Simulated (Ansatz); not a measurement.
System: CH3Se, charge -1, multiplicity 1. 
Structure (B3LYP-D3(BJ)/def2-TZVP (Ansatz, an electronic-structure program) minimum search):
```xyz
5

C     -1.5501     0.0161    -0.0333
Se     0.4446    -0.0046     0.0095
H     -1.9271    -0.5961    -0.8570
H     -1.9249     1.0344    -0.1674
H     -1.9625    -0.3779     0.8995
```
Charge -1, spin multiplicity 1.

Basis-set convergence of Hartree-Fock and CCSD(T) correlation energies (hartree) with Ansatz. Correlated levels leave the core frozen unless marked. No spin-orbit coupling. Frozen are the shells of the preceding noble gas and the d and f shells that filled before the atom's block. No relativistic terms.

```csv
basis,functions,E(HF),"E(corr, CCSD(T))"
def2-SVPD,85,-2439.14948,-0.32865
def2-TZVPPD,145,-2439.48753,-0.39131
def2-QZVPPD,260,-2439.53622,-0.41458
```

Extrapolating the two largest sets (X = 3 and 4) as X^-3: E(corr) = (64·(-0.41458) - 27·(-0.39131))/37 = -0.4316 Eh, an estimate of the basis-set limit. The largest set recovers 96.1 % of it, the smallest 76.2 %.
